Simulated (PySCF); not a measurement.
Work out the structure from these simulated measurements.

Elements present: C, F and H. Monoisotopic mass: 96.0375 u.

| Quantity | Value |
| --- | --- |
| Couplings | largest of the computed one-bond spin–spin couplings (means over like bonds): 19F–13C -305.4, 13C–1H +265.2, 13C–13C +206.2, 13C–1H +204.7, 13C–1H +171.6, 13C–1H +171.2, 13C–1H +169.0, 13C–13C +106.2 Hz [B3LYP/pcJ-1, spin–dipole term left out for some pairs] |
| 13C NMR | chemical shifts (computed TMS as zero) by class: 140.2 (1 C), 118.7 (1 C), 82.6 (1 C), 75.1 (1 C), 71.7 (1 C), 16.2 (1 C) ppm [GIAO PBE0/pcSseg-1] |
| UV, first state | lowest singlet excitation: 5.39 eV (230 nm, f = 0.016) [TDDFT PBE0/def2-SVPD] |
| Triplet | lowest triplet excitation (Tamm–Dancoff): 4.19 eV [TDA PBE0/def2-SVPD] |
| UV, strongest line | among the 8 lowest singlet transitions: S7 at 7.17 eV (173 nm, f = 0.303) [TDDFT PBE0/def2-SVPD] |
| Dipole | 1.94 D [PBE0/def2-SVPD] |
| Polarisability | 69.3 au [PBE0/def2-SVPD] |
| Rotational structure | rotational constants A, B, C: 3.676, 2.348, 1.725 GHz [GFN2-xTB] |

The electronic properties come from PySCF, for the isolated species, density fitting. Levels stand in brackets. Geometry: GFN2-xTB; no solvent, vibrations or thermal averaging. NMR classes are plain means over equivalent atoms (diastereotopic ones count apart unless rotation or inversion swaps them), as if these changed places fast.

Problem. Which formula fits the mass and the elements?

Solution. C6H5F (calculated 96.0375). No other formula that holds each of these elements comes within 0.0003 u with a fitting electron parity and a possible valence count.

Problem. Propose a structure and show how it fits.

Solution. Numbering: `[CH:1]#[C:2][C@@H:3]1[C:4](=[CH2:5])[C@@H:6]1[F:7]`. Its formula, C6H5F, gives 4 degrees of unsaturation: 1 ring and 3 π bonds in the structure found. 6 carbons fall into 6 classes; from least to most shielded: fully substituted alkene carbon [C4] (140.2 ppm), terminal =CH2 carbon [C5] (118.7 ppm), alkyne carbon [C2] (82.6 ppm), terminal alkyne carbon [C1] (75.1 ppm), sp3 C–F carbon [C6] (71.7 ppm), allylic carbon [C3] (16.2 ppm). The couplings run between: -305.4 Hz, alkyl fluorine [F7] and sp3 C–F carbon [C6]; +265.2 Hz, terminal alkyne carbon [C1] and its hydrogen; +206.2 Hz, terminal alkyne carbon [C1] and alkyne carbon [C2]; +204.7 Hz, sp3 C–F carbon [C6] and its hydrogen; +171.6 Hz, allylic carbon [C3] and its hydrogen; +171.2 Hz, terminal =CH2 carbon [C5] and its hydrogen; +169.0 Hz, terminal =CH2 carbon [C5] and its hydrogen; +106.2 Hz, fully substituted alkene carbon [C4] and terminal =CH2 carbon [C5]. S1 is mainly HOMO→LUMO (weight 0.94); the largest Löwdin shares of the orbital it empties are 0.33 on the terminal alkyne carbon, 0.28 on the alkyne carbon, 0.10 on the allylic carbon and 0.08 on the fully substituted alkene carbon, of the orbital it fills 0.30 on the terminal =CH2 carbon, 0.25 on the fully substituted alkene carbon, 0.08 on the sp3 C–F carbon and 0.08 on the allylic carbon. The optimised geometry has point group C1 and is an asymmetric top. Structure: `[C@H]1(F)C(=C)[C@H]1C#C`. Computed isomers that give other values at the same levels: `Fc1ccccc1` (13C chemical shifts (computed TMS as zero) by class: 173.1 (1 C), 135.7 (2 C), 128.9 (1 C), 121.4 (2 C) ppm); `C#C[C@@H]1CC=C1F` (13C chemical shifts (computed TMS as zero) by class: 162.5 (1 C), 113.6 (1 C), 85.8 (1 C), 79.3 (1 C), 38.9 (1 C), 29.6 (1 C) ppm); `C#C[C@]1(F)[C@@H]2C[C@@H]21` (13C chemical shifts (computed TMS as zero) by class: 83.2 (1 C), 82.7 (1 C), 82.1 (1 C), 15.4 (1 C), 11.1 (2 C) ppm). The assignments are read from this structure; whether some other isomer fits the data as well wasn't checked. The mirror image fits equally.
